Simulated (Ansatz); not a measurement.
Spectroscopic constants of MgB, multiplicity 4 (an upper state: multiplicity 2 came lower at CCSD(T)/def2-TZVPP on PBE0 minima). The T1 diagnostic near the minimum is 0.048, so single-reference values are doubtful.

Constants: fifth-degree fit in 1/R to seven points, most abundant isotopes. Runs in def2 and cc sets follow the lowest solution found near the PBE0 minimum.

Correlated levels freeze the inner cores; with def2 sets outer-core shells near the valence are correlated too.

Run with Ansatz (Gaussian orbitals). 

Energies at CCSD/def2-TZVPP:

```tsv
R (Å)	E (hartree)
1.949009	-224.37820598
2.001402	-224.38126652
2.049603	-224.38289887
2.104092	-224.38360824
2.158580	-224.38332112
2.221452	-224.38199192
2.294801	-224.37938692
```

Task: With a reduced mass of 7.5458 u, find the minimum, the force constant and the constants.

Result: A fifth-degree polynomial in 1/R puts the minimum at r_e = 2.1140 Å with force constant 141 N/m. Then ω_e = (1/2πc)√(k/μ) = 562 cm⁻¹ and B_e = h/(8π²cμr_e²) = 0.4999 cm⁻¹; the cubic and quartic terms give α_e = 0.0043 and ω_e x_e = 3.2 cm⁻¹.

Doubts at one or more of the structures used: T1 above 0.05 (CCSD/def2-TZVPP); a spin-contaminated determinant (CCSD/def2-TZVPP).

Ansatz is a first-principles code.
